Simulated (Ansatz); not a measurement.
ClGaHS, SMILES `[SH][Ga][Cl]` radical. Charge 0, multiplicity 2. Correlated methods include outer-core shells of Ga, which these sets cover unevenly. Scalar relativity is left out up to krypton.

| atom | x (Å) | y (Å) | z (Å) |
| --- | --- | --- | --- |
| S1 | 0.359 | -1.189 | -0.984 |
| Ga2 | -1.025 | 0.470 | -0.418 |
| Cl3 | -0.494 | 1.624 | 1.342 |
| H4 | 1.159 | -0.905 | 0.060 |

(1) Give the diagnostics of a CCSD(T)/def2-TZVPP run (frozen core, Ansatz). (Estimate.)

Answers

(1) Computed: T1 = 0.0147, largest single amplitude 0.032, largest double 0.032, (T) share of the correlation energy 4.4 %, 11 CCSD cycles. ⟨S²⟩ of the UHF reference is 0.758 against 0.75 for a pure state. T1 lies under the customary mark of 0.045 for open shells.
